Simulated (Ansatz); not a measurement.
Cost and result for the atomization energy of CH$_{5}$GeNS (`[NH2][GeH]1[CH2][S]1`) (9 atoms, 9 bonds).

| atom | x (Å) | y (Å) | z (Å) |
| --- | --- | --- | --- |
| N1 | -1.522 | 0.180 | -0.893 |
| Ge2 | 0.074 | -0.525 | -0.370 |
| C3 | 1.245 | 0.527 | 0.716 |
| S4 | 0.544 | -0.857 | 1.755 |
| H5 | -2.184 | -0.508 | -1.225 |
| H6 | -1.967 | 0.746 | -0.184 |
| H7 | 0.577 | -1.537 | -1.393 |
| H8 | 0.915 | 1.514 | 1.026 |
| H9 | 2.318 | 0.460 | 0.569 |

Charge 0, multiplicity 1. Correlated methods include outer-core shells of Ge, which these sets cover unevenly. Scalar relativity is left out up to krypton. The structure was optimised at the PBE0-D4/def2-TZVP level. It is one conformer, not always the lowest. Program: Ansatz. All runs use 4 threads of an Arm Neoverse V1 on a shared host. Times are those of one run each, without the atoms' runs, and a repeat can differ threefold. Electronic energies, without spin–orbit coupling; frozen cores. CCSD(T)/CBS adds CCSD(T) − MP2 in def2-TZVPP to the MP2 limit, and its time is that of the two runs behind it. T1 = 0.012. With those shells the extrapolation isn't a true limit. B3LYP takes the VWN-RPA correlation (the form of Gaussian; ORCA's B3LYP/G).

CCSD(T)/CBS is a level of theory with its own doubt, some kJ/mol a heavy atom from the limit and from the frozen cores, so smaller differences don't rank the functionals.

```
                             level  functions  wall time
   PBE-D4/def2-TZVPP (with forces)        222      2.4 s
                PBE0-D4/def2-TZVPP        222      3.3 s
 B3LYP-D4/def2-TZVPP (with forces)        222      4.9 s
r2SCAN-D4/def2-TZVPP (with forces)        222      5.5 s
                 B2PLYP/def2-TZVPP        222        6 s
                ωB97X-V/def2-TZVPP        222        8 s
  ωB97M-V/def2-TZVPP (with forces)        222       12 s
                    MP2/def2-QZVPP        423       22 s
                CCSD(T)/def2-TZVPP        222    2.2 min
                 CCSD(T)/CBS(def2)          –    2.5 min
```

What atomization energy does each give, and how far from CCSD(T)/CBS? (Best estimate.)

Computed: 
| level | atomization (kJ/mol) | difference from CCSD(T)/CBS | per bond |
| --- | --- | --- | --- |
| PBE-D4/def2-TZVPP (with forces) | 3031.5 | 55.7 | 6.2 |
| PBE0-D4/def2-TZVPP | 2970.5 | -5.3 | -0.6 |
| B3LYP-D4/def2-TZVPP (with forces) | 2950.1 | -25.7 | -2.9 |
| r2SCAN-D4/def2-TZVPP (with forces) | 2970.4 | -5.4 | -0.6 |
| B2PLYP/def2-TZVPP | 2921.5 | -54.3 | -6.0 |
| ωB97X-V/def2-TZVPP | 2986.0 | 10.2 | 1.1 |
| ωB97M-V/def2-TZVPP (with forces) | 2969.8 | -6.0 | -0.7 |
| MP2/def2-QZVPP | 2979.4 | 3.6 | 0.4 |
| CCSD(T)/def2-TZVPP | 2885.2 | -90.6 | -10.1 |
| CCSD(T)/CBS(def2) | 2975.8 | 0.0 | 0.0 |

From PBE to PBE0 (25 % exact exchange), in def2-TZVPP and without D4, the atomization energy moves by −58.0 kJ/mol: exact exchange takes away binding that semilocal exchange gives to molecules. In def2-TZVPP, CCSD(T) changes the Hartree–Fock value by +888.7 kJ/mol (the triples alone add +59.0 kJ/mol) and MP2 by +930.1 kJ/mol; breaking electron pairs costs correlation energy, which Hartree–Fock lacks. The D4 term adds +32.2 kJ/mol with B3LYP and +16.7 kJ/mol with PBE0; it sums over pairs of atoms, weighted by their polarisabilities, and B3LYP, whose exchange is more repulsive, gets the larger term.
